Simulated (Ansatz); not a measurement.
Reaction (formal exchange of groups at the In–F bond): `[F][In]([Cl])[Cl]` + `C#C` → `C#[C][In]([Cl])[Cl]` + H–F

Computed with Ansatz on PBE0-D4/def2-TZVP structures; ΔE is electronic, products minus reactants. CCSD(T)/CBS is the MP2 limit (def2-TZVPP, def2-QZVPP) plus CCSD(T) − MP2 in def2-TZVPP, frozen cores. This one scheme is used for every species. def2 core potentials past Kr. For In outer-core shells are correlated without core-valence functions, which leaves a few kJ/mol of doubt a bond.

```csv
species,CCSD(T)/CBS(def2) energy (Eh)
`[F][In]([Cl])[Cl]`,-1209.28900
`C#C`,-77.22717
`C#[C][In]([Cl])[Cl]`,-1186.11436
H–F,-100.39570
```

**Question.** Work out ΔE.

**Answer.** ΔE = (-1186.11436) + (-100.39570) − (-1209.28900) − (-77.22717) = 0.00611 Eh = +16.0 kJ/mol.

Largest T1 diagnostic among the species: 0.014.

In def2-TZVPP, CCSD(T) changes the Hartree–Fock value by −18.8 kJ/mol (the triples alone add −1.7 kJ/mol) and MP2 by −24.9 kJ/mol. At CCSD(T), def2-SVP lies +11.1 kJ/mol from the extrapolated value and def2-TZVPP −7.5 kJ/mol. From r2SCAN to r2SCAN0 (25 % exact exchange), in def2-TZVPP and without D4, ΔE moves by −8.3 kJ/mol.
